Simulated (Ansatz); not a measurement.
Species: dibromogermane, sum formula GeH2Br2, net charge 0, singlet state. SMILES: [Br][GeH2][Br]
Geometry: optimised at B3LYP-D3(BJ)/def2-TZVP (Ansatz, a first-principles code).

Property: vertical triplet-singlet gap (E(triplet) - E(singlet); each state is the SCF solution reached for its spin), in kcal/mol. Valence correlation only, unless marked. Open shells are spin-unrestricted. Spin-orbit coupling is left out. The frozen core is the preceding noble-gas configuration, with the filled d and f shells of earlier blocks. No relativistic terms. Basis-set limits of correlation are two-point, X^-3; Hartree-Fock from the larger set.

```tsv
level	program	vertical triplet-singlet gap (kcal/mol)
HF/aug-cc-pVQZ	Ansatz	131.9
PBE/def2-TZVPD	Ansatz	110.8
MP2/aug-cc-pVTZ	Ansatz	141.1
MP2/CBS(aug-cc-pVTZ,aug-cc-pVQZ)	Ansatz	142.8
RI-MP2/aug-cc-pVTZ	Ansatz	141.0
RI-MP2/CBS(aug-cc-pVTZ,aug-cc-pVQZ)	Ansatz	142.8
CCSD(T)/CBS(aug-cc-pVTZ,aug-cc-pVQZ)	Ansatz	138.4
```
